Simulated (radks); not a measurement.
Valence configurations of Ru I (all share [Kr]). Method: Dirac Kohn-Sham, PBE, spin-unpolarised, spherical densities, finite nucleus; open shells fill j = l - 1/2 first; Fermi nuclear charge, rms radius 4.4809 fm; computed with a radial shooting solver on a logarithmic mesh with Libxc functionals. Energies are relative to 4d7 5s1; eigenvalues in eV.

valence          E (eV)  e(4d3/2)  e(4d5/2)  e(5p1/2)  e(5p3/2)  e(5s1/2)
4d7 5s1           0.000    -5.353    -5.032         -         -    -4.230
4d6.5 5s1.5       0.576    -6.543    -6.208         -         -    -4.694
4d6 5s2           1.525    -7.821    -7.471         -         -    -5.176
4d7 5s0.5 5p0.5   1.652    -6.131    -5.808    -1.403         -    -4.774
4d7 5p1           3.369    -6.826    -6.500    -1.753         -         -
4d6 5s1 5p1       5.356    -9.211    -8.856    -2.156         -    -6.095
4d6 5p2           9.386   -10.420   -10.060    -2.736         -         -
4d5 5s1 5p2      13.450   -13.065   -12.676    -3.161         -    -7.719
4d5 5p3          18.327   -14.268   -13.873    -3.718    -3.471         -
4d4 5s1 5p3      24.721   -17.113         -    -4.165    -3.870    -9.310

NIST lists [Kr] 4d7 5s1 as the ground configuration; this level of theory agrees among the configurations tried. The energies are those of spherical spin-averaged densities, not of single terms.
